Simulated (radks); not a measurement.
Species: the silver ion Ag+. Configuration: [Kr] 4d10 (the NIST ground configuration). Calculated with a radial shooting solver on a logarithmic mesh with Libxc functionals: Dirac Kohn-Sham, PBE, spin-unpolarised, spherical densities, point nucleus.

Unscreened Slater integrals over Kohn-Sham orbitals (cm^-1). Large and small components are both included.

\begin{tabular}{lr}
integral & value \\ \hline
F0(4d5/2,4d5/2) & 143740 \\
F2(4d5/2,4d5/2) & 70094 \\
F4(4d5/2,4d5/2) & 45343 \\
F0(4d5/2,4d3/2) & 144850 \\
F2(4d5/2,4d3/2) & 70672 \\
G2(4d5/2,4d3/2) & 70635 \\
G4(4d5/2,4d3/2) & 45715 \\
F0(4d5/2,4p3/2) & 164380 \\
F2(4d5/2,4p3/2) & 79431 \\
G1(4d5/2,4p3/2) & 99508 \\
G3(4d5/2,4p3/2) & 60472 \\
F0(4d5/2,4p1/2) & 166210 \\
G3(4d5/2,4p1/2) & 59815 \\
F0(4d3/2,4d3/2) & 145980 \\
F2(4d3/2,4d3/2) & 71279 \\
F0(4d3/2,4p3/2) & 165980 \\
F2(4d3/2,4p3/2) & 80608 \\
G1(4d3/2,4p3/2) & 101300 \\
G3(4d3/2,4p3/2) & 61599 \\
F0(4d3/2,4p1/2) & 167870 \\
G1(4d3/2,4p1/2) & 100460 \\
F0(4p3/2,4p3/2) & 195310 \\
F2(4p3/2,4p3/2) & 102120 \\
F0(4p3/2,4p1/2) & 198350 \\
G2(4p3/2,4p1/2) & 103410 \\
F0(4p1/2,4p1/2) & 201580 \\
\end{tabular}
